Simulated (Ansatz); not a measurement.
Reactions of `[AlH2][NH][SiH2]O[SiH3]`.

Calculated with Ansatz (gas phase, PBE0-D4/def2-TZVP geometries, no zero-point term in ΔE). CCSD(T)/CBS is the MP2 limit (def2-TZVPP, def2-QZVPP) plus CCSD(T) − MP2 in def2-TZVPP, frozen cores. Double bonds are as drawn, so ΔE can hold a change between cis and trans. Functionals use def2-TZVPP. Elements past krypton have def2 core potentials. For Ge, In outer-core shells are correlated without core-valence functions, which leaves a few kJ/mol of doubt a bond. Scalar relativity is left out up to krypton. Each species was taken in one conformer, which may not be the lowest.

```
                                                                                      reaction  ωB97X-V (kJ/mol)
`[AlH2][NH][SiH2]O[SiH3]` + `[OH][In]([F])[F]` → `[F][In]([F])[O][SiH3]` + `O[SiH2][NH][AlH2]`                10
                   `[AlH2][NH][SiH2]O[SiH3]` + `CC(C)F` → `F[SiH2][NH][AlH2]` + `CC(C)O[SiH3]`               -18
    `[AlH2][NH][SiH2]O[SiH3]` + `C/C=[CH]/[AlH2]` → `[AlH2][SiH2]O[SiH3]` + `C/C=C\[NH][AlH2]`               136
            `[AlH2][NH][SiH2]O[SiH3]` + `[CH3][GeH3]` → `[AlH2][CH2][GeH3]` + `N[SiH2]O[SiH3]`               100
```

Problem. Give the CCSD(T)/CBS values in the same order. (Estimate.)

Solution. The calculation gave: 8, -22, 145, 100 kJ/mol.

Largest T1 diagnostic: 0.018, for `[OH][In]([F])[F]`.
